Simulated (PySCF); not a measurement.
**AlSb⁺: energy against distance**

Set-up: basis Al def2-TZVPPD, Sb def2-TZVPPD with ECP28; scalar-relativistic core potentials; PySCF 2.14. Energies in eV from Al⁺ + Sb in their ground configurations at the same level. State: ⁴Σ⁻ (quartet), unpaired electrons σ ↑, π ↑↑.

```csv
R (Å),PBE,HSE06
2.418,-0.702,-0.6170
2.531,-0.933,-0.8385
2.643,-1.049,-0.9482
2.728,-1.086,-0.9821
2.812,-1.093,-0.9884
2.896,-1.080,-0.9759
3.009,-1.043,-0.9404
3.149,-0.978,-0.8790
3.318,-0.891,-0.7948
3.543,-0.773,-0.6803
```

Problem. Put a parabola through the three lowest points of the PBE curve and estimate Re, k and ωe (reduced mass 22.06 u; 1 eV/Å² = 0.16022 mdyn/Å; ωe = 1302.8·√(k/μ) cm⁻¹).

Solution. Through R = 2.728, 2.812, 2.896 Å the second-order coefficient is 1.42 eV/Å², so Re ≈ 2.799 Å, k ≈ 0.454 mdyn/Å and ωe ≈ 187 cm⁻¹. A polynomial fit of higher order to the unrounded PBE energies gives Re = 2.795 Å, k = 0.485 mdyn/Å, ωe = 193 cm⁻¹; anharmonicity and rounding make the difference.

The higher-order fit for each curve: PBE: Re = 2.795 Å, ωe = 193 cm⁻¹, De = 1.09 eV; HSE06: Re = 2.793 Å, ωe = 188 cm⁻¹, De = 0.99 eV.

Spin–orbit coupling is left out, which matters for elements this heavy, above all for dissociation energies. For an ion De counts to the pair picked by the measured ionisation energies or electron affinities, which need not be the lowest pair at this level. The state is the lowest determinant that a PBE0 search found; another state may lie lower at other levels.
